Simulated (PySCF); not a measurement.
Species: `CO[C@@H]([C@@H]1CC[S@@](=O)C1)C(F)(F)F`. The columns A, B, C and D hold Mulliken, IAO, Hirshfeld and ESP-fitted charges (e) of one PBE0/pcSseg-1 density (PySCF), in a shuffled order. Coordinates in Å (PBE0-D3(BJ)/def2-SVP); the density's dipole moment is (-3.41, -1.71, 2.08) D.

```csv
atom,x,y,z,A,B,C,D
C1,-2.833,0.219,0.850,-0.039,-0.037,-0.205,-0.200
O2,-1.649,-0.269,0.275,-0.124,-0.509,-0.175,-0.388
C3,-0.805,0.681,-0.301,+0.022,-0.022,-0.500,+0.048
C4,0.646,0.274,-0.077,-0.042,-0.356,+0.425,-0.125
C5,1.009,-1.134,-0.571,-0.078,-0.127,-0.192,-0.271
C6,2.302,-1.566,0.126,-0.078,-0.334,-0.223,-0.412
S7,2.721,-0.328,1.437,+0.321,+0.625,+0.236,+1.046
O8,3.508,0.747,0.735,-0.380,-0.642,-0.454,-0.905
C9,0.995,0.267,1.403,-0.086,-0.277,-0.429,-0.407
C10,-1.147,0.863,-1.778,+0.254,+0.892,+0.684,+0.794
F11,-1.095,-0.281,-2.458,-0.075,-0.262,-0.199,-0.273
F12,-2.385,1.354,-1.921,-0.083,-0.273,-0.195,-0.284
F13,-0.305,1.724,-2.355,-0.081,-0.265,-0.214,-0.281
H14,-3.337,-0.634,1.324,+0.055,+0.130,+0.131,+0.161
H15,-3.512,0.661,0.102,+0.033,+0.115,+0.129,+0.137
H16,-2.620,0.977,1.626,+0.039,+0.096,+0.098,+0.121
H17,-0.958,1.678,0.156,+0.043,+0.131,+0.201,+0.135
H18,1.299,1.017,-0.563,+0.035,+0.168,+0.030,+0.163
H19,1.117,-1.162,-1.663,+0.039,+0.153,+0.090,+0.155
H20,0.186,-1.815,-0.306,+0.033,+0.144,+0.091,+0.150
H21,3.193,-1.522,-0.517,+0.052,+0.172,+0.162,+0.170
H22,2.244,-2.564,0.584,+0.046,+0.156,+0.123,+0.154
H23,0.356,-0.429,1.970,+0.042,+0.157,+0.181,+0.152
H24,0.997,1.257,1.881,+0.051,+0.168,+0.204,+0.160
```

Q: Which column most likely holds the ESP-fitted charges?

A: C. Σ q r misses the density's dipole by 0.08 D (C), 1.01 D (A), 1.68 D (B), 4.05 D (D). Charges fitted to the outside potential are the only set here that is tied to the molecule's multipoles.

Q: And the Hirshfeld charges?

A: A. The mean sizes are 0.089 e (A), 0.232 e (C), 0.259 e (B), 0.296 e (D), and Hirshfeld charges are commonly the smallest of these schemes.

As computed, A = Hirshfeld, B = Mulliken, C = ESP-fitted, D = IAO. Hydrogens on carbon: Hirshfeld +0.03 to +0.05, Mulliken +0.10 to +0.17, ESP-fitted +0.03 to +0.20, IAO +0.12 to +0.17 e.

The Mulliken scheme counts on each atom the diagonal of the density matrix times the overlap matrix over that atom's basis functions. The Hirshfeld scheme divides the density at each point in proportion to the densities of the neutral, spherically averaged free atoms.

The structure is a single PBE0-D3(BJ)/def2-SVP conformer in the gas phase; no vibrational or solvent corrections.
